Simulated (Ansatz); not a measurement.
Relaxation of Al₉N₉, a nanocrystal cut from zinc blende AlN (bare) with RKS PBE-D4/def2-SVP.

```sh
$ ansatz run in.yaml --threads 2 --pin off --events-out ev --progress --plain --max-ram 32768MiB --backend cuda --devices 0, --max-vram 18GiB
```

```yaml
crystal:
  periodic: [false, false, false]
  atoms:
    - {symbol: Al, position_ang: [-1.582580, 2.061010, -1.154880]}
    - {symbol: Al, position_ang: [-0.926930, -2.381190, 1.768090]}
    - {symbol: Al, position_ang: [0.809820, -2.835730, -0.028790]}
    - {symbol: Al, position_ang: [-0.075400, -0.495710, -1.897770]}
    - {symbol: Al, position_ang: [-1.823200, 0.306320, 0.611040]}
    - {symbol: Al, position_ang: [0.779580, -0.147290, 1.393420]}
    - {symbol: Al, position_ang: [1.142040, 1.902680, -0.734950]}
    - {symbol: Al, position_ang: [-0.509290, 2.667770, 0.998550]}
    - {symbol: Al, position_ang: [2.141330, -0.848800, -0.897450]}
    - {symbol: N, position_ang: [-0.979940, -0.607520, 1.931540]}
    - {symbol: N, position_ang: [-1.609200, 0.204290, -1.271080]}
    - {symbol: N, position_ang: [-2.221550, 2.086830, 0.754270]}
    - {symbol: N, position_ang: [0.803480, -2.078140, -1.691220]}
    - {symbol: N, position_ang: [-0.259320, -3.813030, 1.049570]}
    - {symbol: N, position_ang: [1.920480, -1.415040, 0.819170]}
    - {symbol: N, position_ang: [-0.168310, 3.174420, -0.928960]}
    - {symbol: N, position_ang: [1.556200, 0.593220, -1.863280]}
    - {symbol: N, position_ang: [1.002770, 1.625920, 1.142740]}
basis:
  gaussian: {orbitals: def2-SVP}
hamiltonian: {xc: pbe, dispersion: d4}
scf: {lower_state_search: "off"}
output: {orbitals: {seedname: orbitals}}
relax: {f_tol: 0.03, max_steps: 70}
```

Hardware: 2 threads of AMD EPYC 7R13 on a shared host and a share (18 GiB) of an NVIDIA H100 80GB HBM3. Wall time 20 s, peak host memory 0.95 GiB.

Positions (Å) and forces (eV/Å) at steps 1, 2, 3, 4, 6 of 6:

```xyz
18
step=1 energy=-72719.7077 eV
Al   -1.583    2.061   -1.155   -0.746    0.422    0.902
Al   -0.927   -2.381    1.768   -0.048   -0.533    0.224
Al    0.810   -2.836   -0.029   -0.017    0.233    0.027
Al   -0.075   -0.496   -1.898    0.733   -0.446   -0.497
Al   -1.823    0.306    0.611   -0.835    0.284   -0.123
Al    0.780   -0.147    1.393    0.477    0.248    1.068
Al    1.142    1.903   -0.735    0.168    0.782    0.137
Al   -0.509    2.668    0.999   -0.040    0.613   -0.797
Al    2.141   -0.849   -0.897   -0.440   -0.605   -1.048
N    -0.980   -0.608    1.932    0.049   -0.428   -0.055
N    -1.609    0.204   -1.271   -0.207    0.214    0.025
N    -2.222    2.087    0.754    0.162   -0.282   -0.677
N     0.803   -2.078   -1.691    0.608    0.060    0.382
N    -0.259   -3.813    1.050   -0.189    0.173    0.043
N     1.920   -1.415    0.819    0.169   -0.538   -0.161
N    -0.168    3.174   -0.929    0.154   -0.208    0.638
N     1.556    0.593   -1.863   -0.038   -0.331    0.061
N     1.003    1.626    1.143    0.041    0.341   -0.150
18
step=2 energy=-72720.0087 eV
Al   -1.616    2.086   -1.135   -0.455   -0.018    0.535
Al   -0.927   -2.410    1.807   -0.074   -0.138    0.181
Al    0.777   -2.829   -0.018    0.110    0.220    0.086
Al   -0.057   -0.521   -1.944    0.309    0.043   -0.096
Al   -1.840    0.290    0.599   -0.119    0.096   -0.141
Al    0.859   -0.121    1.509    0.025    0.137   -0.048
Al    1.157    1.939   -0.738   -0.033    0.201    0.107
Al   -0.528    2.697    0.976    0.168    0.328   -0.514
Al    2.129   -0.880   -0.932   -0.262   -0.319   -0.494
N    -0.949   -0.627    1.906    0.092   -0.265    0.039
N    -1.580    0.223   -1.288   -0.153    0.136    0.065
N    -2.231    2.070    0.746    0.089   -0.072   -0.543
N     0.816   -2.108   -1.696    0.441    0.189    0.181
N    -0.302   -3.829    1.035   -0.070    0.097   -0.005
N     1.923   -1.422    0.802   -0.082   -0.217    0.009
N    -0.180    3.185   -0.920    0.032   -0.072    0.550
N     1.553    0.595   -1.852   -0.056   -0.364    0.040
N     0.996    1.662    1.141    0.039    0.022    0.049
18
step=3 energy=-72720.0958 eV
Al   -1.648    2.098   -1.114   -0.150   -0.082    0.165
Al   -0.929   -2.428    1.849   -0.054    0.003    0.085
Al    0.763   -2.814   -0.005    0.079    0.104    0.100
Al   -0.042   -0.526   -1.956    0.024    0.150    0.047
Al   -1.843    0.281    0.592    0.091   -0.010   -0.021
Al    0.874   -0.109    1.504   -0.036    0.021   -0.145
Al    1.158    1.948   -0.735   -0.055   -0.053   -0.025
Al   -0.529    2.722    0.962    0.122    0.088   -0.201
Al    2.138   -0.908   -0.959   -0.066   -0.125   -0.125
N    -0.934   -0.644    1.897    0.020   -0.022   -0.046
N    -1.572    0.234   -1.293    0.008   -0.011   -0.014
N    -2.229    2.065    0.724   -0.037   -0.030   -0.125
N     0.847   -2.111   -1.692    0.077    0.009   -0.062
N    -0.333   -3.827    1.025    0.021    0.048   -0.052
N     1.923   -1.428    0.789   -0.065   -0.022    0.121
N    -0.194    3.185   -0.889    0.050    0.021    0.130
N     1.553    0.581   -1.841   -0.055    0.005    0.066
N     0.997    1.681    1.143    0.026   -0.092    0.102
18
step=4 energy=-72720.0721 eV rejected
Al   -1.682    2.100   -1.098    0.123    0.108   -0.040
Al   -0.982   -2.447    1.906    0.433   -0.162   -0.501
Al    0.768   -2.770    0.008   -0.201   -0.077    0.158
Al   -0.030   -0.515   -1.948    0.156   -0.008   -0.007
Al   -1.804    0.288    0.590   -0.099   -0.004   -0.009
Al    0.878   -0.119    1.477    0.025   -0.101    0.076
Al    1.130    1.935   -0.727    0.137    0.008    0.029
Al   -0.524    2.752    0.944   -0.212   -0.088    0.080
Al    2.161   -0.955   -0.992   -0.004    0.291    0.134
N    -0.914   -0.659    1.872   -0.090   -0.149    0.154
N    -1.558    0.243   -1.297   -0.087    0.017    0.042
N    -2.232    2.063    0.728    0.065    0.066   -0.044
N     0.854   -2.122   -1.713   -0.018    0.021    0.079
N    -0.333   -3.795    1.007   -0.296    0.109    0.312
N     1.941   -1.429    0.785    0.098   -0.031   -0.207
N    -0.203    3.189   -0.892   -0.096   -0.041    0.015
N     1.565    0.573   -1.805   -0.034   -0.153   -0.174
N     0.964    1.668    1.153    0.101    0.196   -0.096
18
step=6 energy=-72720.1091 eV
Al   -1.665    2.098   -1.104    0.001   -0.002   -0.001
Al   -0.942   -2.435    1.868    0.001   -0.001    0.000
Al    0.765   -2.794    0.008    0.001   -0.002    0.006
Al   -0.035   -0.516   -1.950   -0.006    0.013   -0.007
Al   -1.831    0.279    0.588    0.001    0.001    0.003
Al    0.873   -0.112    1.486   -0.004    0.005    0.000
Al    1.151    1.942   -0.731    0.002    0.003    0.003
Al   -0.525    2.730    0.952    0.001    0.001   -0.001
Al    2.145   -0.926   -0.972   -0.001    0.003    0.005
N    -0.928   -0.651    1.886    0.001   -0.003    0.003
N    -1.571    0.236   -1.297   -0.001   -0.001   -0.004
N    -2.230    2.061    0.721    0.002   -0.003   -0.002
N     0.849   -2.112   -1.695    0.001   -0.002    0.002
N    -0.341   -3.816    1.018    0.000    0.000   -0.001
N     1.931   -1.428    0.789    0.002   -0.005   -0.004
N    -0.197    3.183   -0.885    0.000   -0.003   -0.001
N     1.556    0.578   -1.830   -0.001   -0.002   -0.001
N     0.994    1.680    1.149    0.001   -0.003   -0.001
```
